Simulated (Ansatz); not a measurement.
Triphenyltelluronium hexafluoroantimonate, `[F][Sb-]([F])([F])([F])([F])[F].c1ccc([Te+](c2ccccc2)c2ccccc2)cc1`. Total charge 0; triplet. Geometry PBE-D4/def2-SVP, that of the neutral singlet; atoms count from 1.

```xyz
41

F     1.639    5.039    0.134
Sb    0.229    4.221    1.173
F     1.196    4.431    2.829
F     1.120    2.446    0.891
F    -0.773    5.852    1.381
F    -1.141    3.159    2.112
F    -0.700    3.775   -0.506
C     2.502    0.314   -3.600
C     1.821   -0.828   -3.148
C     0.892   -0.727   -2.100
C     0.669    0.528   -1.509
Te   -0.738    0.770    0.100
C     0.307   -0.238    1.677
C     0.975   -1.454    1.467
C     1.646   -2.051    2.546
C     1.641   -1.434    3.809
C     0.973   -0.214    3.997
C     0.303    0.401    2.928
C    -1.896   -0.964   -0.477
C    -2.184   -1.995    0.435
C    -3.033   -3.044    0.047
C    -3.595   -3.061   -1.240
C    -3.314   -2.022   -2.143
C    -2.470   -0.967   -1.764
C     1.333    1.684   -1.957
C     2.253    1.563   -3.010
H     3.227    0.229   -4.423
H     2.007   -1.808   -3.614
H     0.340   -1.619   -1.768
H     0.988   -1.937    0.479
H     2.180   -3.002    2.394
H     2.171   -1.906    4.650
H     0.980    0.277    4.982
H    -0.196    1.374    3.062
H    -1.746   -1.991    1.446
H    -3.254   -3.855    0.759
H    -4.259   -3.886   -1.540
H    -3.756   -2.028   -3.152
H    -2.254   -0.159   -2.482
H     1.138    2.662   -1.499
H     2.778    2.463   -3.368
```

In the def2 sets Sb, Te take a core potential; there is no spin–orbit coupling. Single mean-field runs in def2-TZVP are fitted with def2-universal-jkfit. At PBE0-D4/def2-TZVP a singlet of charge 0 lies 4.00 eV below the triplet at the same geometry.

**Question.** Estimate the Mulliken populations of the heavy atoms from the PBE0/def2-TZVP orbitals of Ansatz.

**Answer.** 
| atom | charge (e) | spin (α − β) |
| --- | --- | --- |
| F1 | -0.43 | 0.00 |
| Sb2 | 1.82 | 0.00 |
| F3 | -0.43 | 0.00 |
| F4 | -0.47 | 0.00 |
| F5 | -0.42 | 0.00 |
| F6 | -0.45 | 0.00 |
| F7 | -0.45 | 0.00 |
| C8 | -0.10 | 0.00 |
| C9 | -0.15 | 0.00 |
| C10 | -0.19 | 0.01 |
| C11 | 0.04 | 0.06 |
| Te12 | 0.75 | 0.01 |
| C13 | 0.09 | 0.01 |
| C14 | -0.21 | 0.01 |
| C15 | -0.10 | 0.00 |
| C16 | -0.12 | 0.00 |
| C17 | -0.12 | 0.00 |
| C18 | -0.21 | 0.00 |
| C19 | 0.06 | 0.58 |
| C20 | -0.23 | -0.22 |
| C21 | -0.09 | 0.59 |
| C22 | -0.13 | 0.64 |
| C23 | -0.12 | -0.25 |
| C24 | -0.27 | 0.64 |
| C25 | -0.17 | -0.01 |
| C26 | -0.14 | 0.01 |
Mulliken values depend strongly on the basis.

**Question.** Where does the spin sit?

**Answer.** Summed by element: F 0.00, Sb 0.00, C 2.08, Te 0.01, H -0.09, of 2 unpaired in all. Largest on single atoms: C24 0.64, C22 0.64, C21 0.59.

**Question.** And the Mayer bond orders between heavy atoms (over 0.3)?

**Answer.** F1–Sb2 0.84 (1.93 Å); Sb2–F3 0.85 (1.93 Å); Sb2–F4 0.64 (2.01 Å); Sb2–F5 0.86 (1.93 Å); Sb2–F6 0.74 (1.97 Å); Sb2–F7 0.75 (1.97 Å); C8–C9 1.41 (1.40 Å); C8–C26 1.41 (1.40 Å); C9–C10 1.43 (1.40 Å); C10–C11 1.31 (1.41 Å); C11–Te12 0.93 (2.15 Å); C11–C25 1.41 (1.41 Å); Te12–C13 0.96 (2.14 Å); Te12–C19 1.00 (2.16 Å); C13–C14 1.32 (1.40 Å); C13–C18 1.39 (1.40 Å); C14–C15 1.42 (1.40 Å); C15–C16 1.41 (1.40 Å); C16–C17 1.41 (1.40 Å); C17–C18 1.43 (1.40 Å); C19–C20 1.32 (1.41 Å); C19–C24 0.95 (1.41 Å); C20–C21 1.50 (1.41 Å); C21–C22 0.97 (1.40 Å); C22–C23 1.43 (1.41 Å); C23–C24 1.44 (1.40 Å); C25–C26 1.44 (1.40 Å).
